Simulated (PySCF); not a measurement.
SnHBr3.
Z-matrix (Å and degrees, PBE0-D3(BJ)/def2-SVP geometry), rows numbered from 1:
```
Sn
H   1  1.7036
Br  1  2.4681  2  111.27
Br  1  2.4672  2  112.34  3  -120.39
Br  1  2.4666  2  111.89  3   120.03
```

Theory: TDDFT wB97X-D/def2-SVPD, vertical, gas phase, core orbitals frozen in the response, def2 core potentials past Kr (PySCF). Spin–orbit coupling is left out.

Frontier orbitals with the atoms that hold most of them (Löwdin shares over 4%, at most four atoms; ? is withheld):

| orbital | ε (eV) | atoms |
| --- | --- | --- |
| LUMO+2 | 0.65 | Sn1 40%, Br3 21%, Br5 14%, Br4 14% |
| LUMO+1 | 0.62 | Sn1 40%, Br5 18%, Br4 18%, Br3 12% |
| LUMO | -1.19 | ? |
| HOMO | -10.53 | ? |
| HOMO-1 | -10.68 | Br5 44%, Br4 35%, Br3 17% |
| HOMO-2 | -10.69 | Br3 50%, Br4 27%, Br5 20% |
| HOMO-3 | -10.80 | Br4 27%, Br5 26%, Br3 26%, Sn1 12% |

(1) Give the leading atoms of the LUMO.

(2) Which atoms hold the HOMO, and with what shares?

(3) The HOMO–LUMO gap is 9.34 eV. Where does the response calculation put the lowest singlet, and from which orbitals?

(4) Give energy, strength and leading configuration of S1 and S7, and follow the Löwdin shares of the leading atoms from the occupied to the empty orbital.

Answers

(1) Sn1 (bonded to 3 Br and H) 25%; Br4 (bonded to Sn) 20%; Br3 (bonded to Sn) 20%; Br5 (bonded to Sn) 20%. By element: bromine 61%, tin 25%.

(2) Br5 (bonded to Sn) 35%; Br4 (bonded to Sn) 34%; Br3 (bonded to Sn) 31%.

(3) S1 is at 4.94 eV (f = 0.0000), 4.40 eV below the gap, made of HOMO→LUMO (95%). Without the coupling terms of the response equations the lowest excitation would equal the gap.

(4) 
- S1 (4.94 eV, f 0.0000), HOMO→LUMO (95%): Br5 35% → 20%, Br4 34% → 20%, Sn1 at most 1% → 25%
- S7 (6.88 eV, f 0.0067), HOMO→LUMO+1 (73%): Br5 35% → 18%, Br4 34% → 18%, Sn1 at most 1% → 40%

Orbitals of the list HOMO-3 to LUMO+2 that lie within 0.01 eV of each other are written together with a slash and their weights summed (≥ marks a lower bound); for degenerate orbitals outside that list single weights are arbitrary.
